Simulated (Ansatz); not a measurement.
`F[SiH]1BO1` + H₂S → `S[SiH]1BO1` + H–F at 298.15 K and 1 bar (ligand exchange at the Si–F bond).

Isolated molecules relaxed with PBE0-D4/def2-TZVP in Ansatz; ΔE leaves out vibrations. CCSD(T)/CBS adds triple-zeta CCSD(T) − MP2 to the extrapolated MP2 energy (def2 sets, frozen cores). This one scheme is used for every species. One conformer a species, not always the lowest.

| species | CCSD(T)/CBS energy (Eh) | H − E (kJ/mol) | S (J/(mol·K)) |
| --- | --- | --- | --- |
| `F[SiH]1BO1` | -490.11970 | 87.7 | 285.3 |
| H₂S | -398.97279 | 49.9 | 205.7 |
| `S[SiH]1BO1` | -788.67085 | 108.6 | 308.6 |
| H–F | -100.39570 | 33.5 | 173.6 |

H − E and S are ideal-gas, rigid-rotor, harmonic terms from PBE0-D4/def2-TZVP, for one conformer and one mirror image of each species. 1 Eh = 2625.50 kJ/mol, R = 8.31446 J/(mol·K).

By hand: ΔE, ΔH, ΔS and ΔG.

ΔE = (-788.67085) + (-100.39570) − (-490.11970) − (-398.97279) = 0.02594 Eh = 68.1 kJ/mol. Δ(H − E) = 108.6 + 33.5 − 87.7 − 49.9 = 4.5, so ΔH = 72.6 kJ/mol. ΔS = 308.6 + 173.6 − 285.3 − 205.7 = -8.8 J/(mol·K). ΔG = 72.6 − 298.15 × (-8.8)/1000 = 75.2 kJ/mol.

By hand: the equilibrium constant, and the temperature at which ΔG would vanish if ΔH and ΔS stayed fixed.

log₁₀ K = −ΔG/(RT ln 10) = -13.2. ΔH and −TΔS have one sign here, so there is no such temperature.

The number of gas molecules stays the same, so ΔS is small and ΔH decides. A doubt of 5 kJ/mol in ΔE shifts log₁₀ K by 0.9 here. Other conformers and mirror images would add mixing entropy, several J/(mol·K) or more a flexible species. These are equilibria of isolated gas molecules and say nothing of rates. Largest T1 diagnostic: 0.016 (customary marks: 0.02 for closed shells, 0.045 for open ones).

ΔS is within the doubt of such terms, so its sign, and with it that verdict, could turn.
